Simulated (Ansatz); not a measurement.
## BSiH4O2F (SMILES OB(F)O[SiH3]): from total energies to a heat of formation

The species is BSiH4O2F (9 atoms), meant as a singlet with charge 0. As SMILES, `OB(F)O[SiH3]`. The coordinates come from a PBE0-D4/def2-TZVP relaxation. This is one conformer, not always the lowest.

```xyz
9

O    -1.6141    0.5567    0.3940
B    -0.3954    1.1571    0.3527
F    -0.2773    2.4508    0.6579
O     0.7089    0.4669    0.0062
Si    0.9342   -1.1149   -0.4250
H    -2.3225    1.1499    0.6541
H     2.3819   -1.2739   -0.6909
H     0.1545   -1.4276   -1.6478
H     0.5182   -2.0110    0.6818
```

Total energies at r2SCAN/6-31G* (spherical functions) (Ansatz 0.2.0); the atoms run unrestricted:

```tsv
species	state	energy (Eh)
BSiH4O2F	singlet	-567.045326
O	triplet	-75.022390
B	doublet	-24.626891
F	doublet	-99.673592
Si	triplet	-289.320085
H	doublet	-0.498227
```

Harmonic wavenumbers at PBE0-D4/def2-TZVP, in cm⁻¹: 67, 99, 108, 401, 466, 529, 678, 702, 732, 762, 952, 956, 965, 998, 1051, 1418, 1492, 2241, 2244, 2259, 3900.

Measured heats of formation of the gaseous atoms at 298.15 K, in kJ/mol: O 249.2, B 570.3, F 79.4, Si 450.0, H 218.0. Spin-orbit lowering of the atoms at 298 K (mean of the ground term's levels less their thermal mean, from spectra), in kJ/mol: O 0.40, B 0.00, F 1.29, Si 0.44. Take 1 Eh = 2625.50 kJ/mol, 1 cm⁻¹ = 0.0119627 kJ/mol, RT = 2.479 kJ/mol.

Q: What heat of formation follows?

A: 
1. Electronic atomisation energy: 2 × (-75.022390) + (-24.626891) + (-99.673592) + (-289.320085) + 4 × (-0.498227) − (-567.045326) = 1.387070 Eh = 3641.8 kJ/mol.
2. Zero-point energy: half the sum of the wavenumbers, 11510 cm⁻¹ = 137.7 kJ/mol.
3. Thermal vibrational enthalpy, Σ hcν̃/(exp(hcν̃/kT) − 1): 9.6 kJ/mol. Translation, rotation and pV of a non-linear molecule: 4 RT = 9.9 kJ/mol.
4. The 9 free atoms carry 5/2 RT each: 55.8 kJ/mol.
5. Spin-orbit coupling lowers the free atoms by 2 × 0.40 + 0.00 + 1.29 + 0.44 = 2.5 kJ/mol.
6. Atomisation enthalpy at 298 K: 3641.8 − 2.5 − 137.7 − 9.6 − 9.9 + 55.8 = 3537.9 kJ/mol.
7. Sum of the atoms' heats of formation: 2470.1 kJ/mol. Heat of formation: 2470.1 − 3537.9 = -1067.8 kJ/mol.

No measured value is set beside it here. Anharmonicity and any spin-orbit splitting of the molecule are left out.
